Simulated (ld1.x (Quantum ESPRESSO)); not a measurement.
**arsenic (As), TM: configuration errors across variants**

arsenic (As), norm-conserving Troullier–Martins (Kleinman–Bylander form), made with ld1.x (Quantum ESPRESSO) 7.5 (PBEsol, scalar-relativistic). Core [Ar], reference 3d10 4s2 4p2.5 (charge +0.5). Waves: 4p (bound): rc 1.60 bohr; 3d (bound): rc 0.55 bohr; 4s (bound): rc 1.75 bohr. Local part: the s channel. Core correction: none.

All-electron excitation energies from the reference (eV): (1) 3d10 4s2 4p3 -3.558; (2) 3d10 4s2 4p2 5.600; (3) 3d10 4s2 4p1 23.542; (4) 3d10 4s2 4p3.3 -4.791; (5) 3d10 4s1 4p0 101.894; (6) 3d10 4s1 4p4 5.867; (7) 3d9 4s2 4p3 47.272.

Tests that are not counted but printed errors over 1 eV. “local potential the d channel”: 3d9 4s2 4p3 (solver errors, printed error -49.2 eV).

2 further variants failed, have other tests or too few solved ones, and are left out.

A true bound ghost makes a file unfit for plane-wave use even where its test errors are small: the radial tests pick states by their node count and pass the ghost by. Where a test does run into it, the solver fails or the error is huge.

Errors AE − PS in meV (a dash: test not solved or not reliable):

```csv
change,(1),(2),(3),(4),(5),(6),(7),bound ghosts
base,+0.4,-0.8,-3.8,+0.5,+18,-1.9,-1152,not determined
wave 4s (bound): rc 1.75 bohr becomes 4s (bound): rc 2.28 bohr,-17,-18,-101,-41,+38,-21,-1798,p
wave 3d (bound): rc 0.55 bohr becomes 3d (bound): rc 0.40 bohr,+0.4,–,-3.8,+0.5,+18,-1.9,-1119,not determined
local potential the d channel,+0.5,-1.1,-12,+0.6,-69,-1.9,–,"s, p"
"all radii scaled by about 0.92 (s 1.62, p 1.48, d 0.50 bohr)",+0.5,-0.8,-3.9,+0.5,+12,-0.1,-1144,p
```

(1) Give the same row for: type RRKJ; rho0 0.001.

Results:

(1) +0.5, -0.9, -3.7, +0.5, +26, -3.3, -1173; bound ghosts: not determined.
